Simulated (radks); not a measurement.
The numbers below are computed, except where a source is named.
Yb4+, 66 electrons, occupied as [Xe] 4f12 (the NIST ground configuration).

Code: a radial shooting solver on a logarithmic mesh with Libxc functionals. Model: scalar-relativistic Kohn-Sham, PBE, spin-polarised, spherical densities, finite nucleus; open shells are filled with parallel spins first (spin-orbit coupling, left out, can overturn this in heavy ions); Fermi nuclear charge, rms radius 5.3108 fm.

Energy parts (hartree):
total: -14054.8009
kinetic: 15313.1735
electron-nucleus: -34461.3203
Hartree: 5384.1807
exchange-correlation: -290.8348

Orbitals (lengths in bohr, moments of r in powers of bohr):
| orbital | occ. | eigenvalue (hartree) | <r^2> |
|---|---|---|---|
| 1s up | 1 | -2252.080 | 0.0005300 |
| 1s down | 1 | -2252.080 | 0.0005300 |
| 2s up | 1 | -383.2984 | 0.008212 |
| 2s down | 1 | -383.2975 | 0.008212 |
| 2p up | 3 | -338.1074 | 0.006715 |
| 2p down | 3 | -338.1067 | 0.006715 |
| 3s up | 1 | -88.06224 | 0.05371 |
| 3s down | 1 | -88.02576 | 0.05368 |
| 3p up | 3 | -74.43501 | 0.05422 |
| 3p down | 3 | -74.39850 | 0.05419 |
| 3d up | 5 | -57.82287 | 0.04513 |
| 3d down | 5 | -57.79507 | 0.04509 |
| 4s up | 1 | -19.02851 | 0.2678 |
| 4s down | 1 | -18.95552 | 0.2678 |
| 4p up | 3 | -14.54320 | 0.3037 |
| 4p down | 3 | -14.47177 | 0.3039 |
| 4d up | 5 | -8.63379 | 0.3589 |
| 4d down | 5 | -8.56392 | 0.3595 |
| 4f up | 7 | -2.13078 | 0.6120 |
| 4f down | 5 | -2.06667 | 0.6256 |
| 5s up | 1 | -3.81905 | 1.510 |
| 5s down | 1 | -3.78790 | 1.521 |
| 5p up | 3 | -2.71583 | 2.021 |
| 5p down | 3 | -2.69337 | 2.040 |
| 5d up | 0 | -1.41956 | 3.839 |
| 5d down | 0 | -1.40927 | 3.887 |
| 6s up | 0 | -1.26519 | 7.769 |
| 6s down | 0 | -1.26026 | 7.821 |

The highest occupied level is 4f down at -56.237 eV. Spin moment in Bohr magnetons: 2.
